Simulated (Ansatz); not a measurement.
Reaction (SMILES): [NH]B(Br)Br → [NH-]B(Br)Br (an electron is taken up)
Structures are relaxed separately at B3LYP-D3(BJ)/def2-TZVP in Ansatz (a program for electronic structure), one conformer each, not searched for the lowest.

Property: adiabatic electron affinity (electronic energy difference), positive where the reaction releases energy, in eV. Correlated levels leave the core frozen unless marked. UHF or UKS for open shells. Spin-orbit coupling is left out. Frozen are the shells of the preceding noble gas and the d and f shells that filled before the atom's block. Non-relativistic. Anions need diffuse functions: aug- sets have them; def2-D sets add few; the other sets have none. CBS marks a two-point X^-3 extrapolation of the correlation energy; Hartree-Fock from the larger set.

```json
[
 {"level": "HF/cc-pVQZ", "program": "Ansatz", "adiabatic electron affinity (eV)": "1.94", "minus last row": "-1.65"},
 {"level": "PBE-D3(BJ)/def2-TZVPD", "program": "Ansatz + dftd3", "adiabatic electron affinity (eV)": "3.31", "minus last row": "-0.28"},
 {"level": "PBE-D4/def2-TZVPD", "program": "Ansatz + dftd4", "adiabatic electron affinity (eV)": "3.32", "minus last row": "-0.27"},
 {"level": "BLYP-D4/def2-TZVPD", "program": "Ansatz + dftd4", "adiabatic electron affinity (eV)": "3.26", "minus last row": "-0.33"},
 {"level": "revPBE-D4/def2-TZVPD", "program": "Ansatz + dftd4", "adiabatic electron affinity (eV)": "3.27", "minus last row": "-0.32"},
 {"level": "r2SCAN0/def2-TZVPD", "program": "Ansatz", "adiabatic electron affinity (eV)": "3.17", "minus last row": "-0.42"},
 {"level": "LC-wPBE/def2-TZVPD", "program": "Ansatz", "adiabatic electron affinity (eV)": "3.38", "minus last row": "-0.21"},
 {"level": "B2PLYP/def2-TZVPD", "program": "Ansatz", "adiabatic electron affinity (eV)": "3.40", "minus last row": "-0.19"},
 {"level": "CCSD(T)/cc-pVDZ", "program": "Ansatz", "adiabatic electron affinity (eV)": "2.82", "minus last row": "-0.77"},
 {"level": "CCSD(T)/CBS(aug-cc-pVTZ,aug-cc-pVQZ)", "program": "Ansatz", "adiabatic electron affinity (eV)": "3.59", "minus last row": "0.00"}
]
```
